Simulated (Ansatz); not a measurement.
`N[SiH2][GeH2][OH]` → `[OH][GeH3]` + `N[SiH]` at 298.15 K and 1 bar (silylene formation by 1,1-elimination).

Gas-phase electronic energies from Ansatz, PBE0-D4/def2-TZVP geometries. CCSD(T)/CBS adds triple-zeta CCSD(T) − MP2 to the extrapolated MP2 energy (def2 sets, frozen cores). This one scheme is used for every species. For Ge outer-core shells are correlated without core-valence functions, which leaves a few kJ/mol of doubt a bond. Scalar relativity is left out up to krypton. Each species was taken in one conformer, which may not be the lowest.

| species | CCSD(T)/CBS energy (Eh) | H − E (kJ/mol) | S (J/(mol·K)) |
| --- | --- | --- | --- |
| `N[SiH2][GeH2][OH]` | -2499.32425 | 214.7 | 368.7 |
| `[OH][GeH3]` | -2153.69723 | 109.3 | 272.0 |
| `N[SiH]` | -345.56329 | 99.2 | 245.4 |

H − E and S are ideal-gas, rigid-rotor, harmonic terms from PBE0-D4/def2-TZVP, for one conformer and one mirror image of each species. 1 Eh = 2625.50 kJ/mol, R = 8.31446 J/(mol·K).

By hand: ΔE, ΔH, ΔS and ΔG.

ΔE = (-2153.69723) + (-345.56329) − (-2499.32425) = 0.06373 Eh = 167.3 kJ/mol. Δ(H − E) = 109.3 + 99.2 − 214.7 = -6.2, so ΔH = 161.1 kJ/mol. ΔS = 272.0 + 245.4 − 368.7 = 148.7 J/(mol·K). ΔG = 161.1 − 298.15 × (148.7)/1000 = 116.8 kJ/mol.

By hand: the equilibrium constant, and the temperature at which ΔG would vanish if ΔH and ΔS stayed fixed.

log₁₀ K = −ΔG/(RT ln 10) = -20.5. ΔG = 0 at ΔH/ΔS = 1083 K.

The number of gas molecules changes by +1, which sets the sign of ΔS. A doubt of 5 kJ/mol in ΔE shifts log₁₀ K by 0.9 here. Other conformers and mirror images would add mixing entropy, several J/(mol·K) or more a flexible species. Modes under 60 cm⁻¹, often nearly free rotors, make the harmonic entropy too high. These are equilibria of isolated gas molecules and say nothing of rates. Largest T1 diagnostic: 0.015 (customary marks: 0.02 for closed shells, 0.045 for open ones).
